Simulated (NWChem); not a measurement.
System: SnNH$_{4}$Cl; SMILES [NH2][SnH2][Cl]

```xyz
7

Sn    -0.3133     0.3585     0.0000
N      1.3219     1.5529     0.0000
Cl     0.2895    -1.9373     0.0000
H     -1.1678     0.6247    -1.4523
H     -1.1678     0.6247     1.4523
H      1.9123     1.4435    -0.8225
H      1.9123     1.4435     0.8225
```
Atoms are numbered in this order, from 1.

Program: NWChem. All runs use the structure optimised with PBE0/def2-SVP. def2 effective core potentials on Sn; no spin-orbit coupling. Vertical excitations in the gas phase; the lowest state need not have the same character in each row.

```json
[
 {"level": "PBE/def2-SVP, full TDDFT", "lowest excitation, singlet (eV)": "5.27", "oscillator strength of that lowest state": "0.052", "orbital gap (eV)": "4.76"},
 {"level": "B3LYP/def2-SVP, full TDDFT", "lowest excitation, singlet (eV)": "5.80", "oscillator strength of that lowest state": "0.082", "orbital gap (eV)": "6.56"},
 {"level": "CAM-B3LYP/def2-SVP, full TDDFT", "lowest excitation, singlet (eV)": "6.19", "oscillator strength of that lowest state": "0.083", "orbital gap (eV)": "9.55"},
 {"level": "LRC-wPBEh/def2-SVP, full TDDFT", "lowest excitation, singlet (eV)": "6.28", "oscillator strength of that lowest state": "0.091", "orbital gap (eV)": "10.69"}
]
```
